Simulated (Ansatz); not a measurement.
Cost and result for the atomization energy of C3H6O2Si, SMILES `C=COC(=O)[SiH3]` (12 atoms, 11 bonds).

Z-matrix (Å, degrees):
```
Si
C 1 1.919
H 1 1.482 2 106.6
H 1 1.481 2 111.2 3 121.0
H 1 1.482 2 106.7 3 -117.8
O 2 1.199 1 123.1 3 61.3
O 2 1.359 1 113.1 3 -118.5
C 7 1.376 2 118.2 1 179.7
C 8 1.320 7 120.0 2 -180.0
H 8 1.082 7 114.8 2 0.0
H 9 1.081 8 119.5 7 180.0
H 9 1.083 8 121.7 7 -0.0
```

The species carries charge 0 and has multiplicity 1. All single points use the PBE0-D4/def2-TZVP geometry. It is one conformer, not always the lowest. Program: Ansatz. All runs use 4 threads of an Arm Neoverse V1 on a shared host. Times are those of one run each, without the atoms' runs, and a repeat can differ threefold. Electronic energies, without spin–orbit coupling; frozen cores. CCSD(T)/CBS adds CCSD(T) − MP2 in def2-TZVPP to the MP2 limit, and its time is that of the two runs behind it. T1 = 0.016. B3LYP takes the VWN-RPA correlation (the form of Gaussian; ORCA's B3LYP/G).

CCSD(T)/CBS is a level of theory with its own doubt, some kJ/mol a heavy atom from the limit and from the frozen cores, so smaller differences don't rank the functionals.

| level | functions | wall time | atomization (kJ/mol) | difference from CCSD(T)/CBS | per bond |
| --- | --- | --- | --- | --- | --- |
| PBE-D4/def2-TZVPP (with forces) | 281 | 2.9 s | 4924.3 | 151.1 | 13.7 |
| PBE0-D4/def2-TZVPP | 281 | 3.6 s | 4792.0 | 18.8 | 1.7 |
| r2SCAN-D4/def2-TZVPP (with forces) | 281 | 5.5 s | 4804.5 | 31.3 | 2.8 |
| B3LYP-D4/def2-TZVPP (with forces) | 281 | 6 s | 4782.5 | 9.3 | 0.8 |
| B2PLYP/def2-TZVPP | 281 | 7 s | 4734.4 | -38.8 | -3.5 |
| ωB97X-V/def2-TZVPP | 281 | 9 s | 4792.8 | 19.6 | 1.8 |
| ωB97M-V/def2-TZVPP (with forces) | 281 | 13 s | 4792.9 | 19.7 | 1.8 |
| MP2/def2-QZVPP | 535 | 32 s | 4826.6 | 53.4 | 4.9 |
| CCSD(T)/def2-TZVPP | 281 | 5.1 min | 4644.7 | -128.5 | -11.7 |
| CCSD(T)/CBS(def2) | – | 5.6 min | 4773.2 | 0.0 | 0.0 |

The D4 term adds +37.4 kJ/mol with B3LYP and +19.8 kJ/mol with PBE0; it sums over pairs of atoms, weighted by their polarisabilities, and B3LYP, whose exchange is more repulsive, gets the larger term. In def2-TZVPP, CCSD(T) changes the Hartree–Fock value by +1262.7 kJ/mol (the triples alone add +90.4 kJ/mol) and MP2 by +1368.4 kJ/mol; breaking electron pairs costs correlation energy, which Hartree–Fock lacks. From PBE to PBE0 (25 % exact exchange), in def2-TZVPP and without D4, the atomization energy moves by −128.7 kJ/mol: exact exchange takes away binding that semilocal exchange gives to molecules.
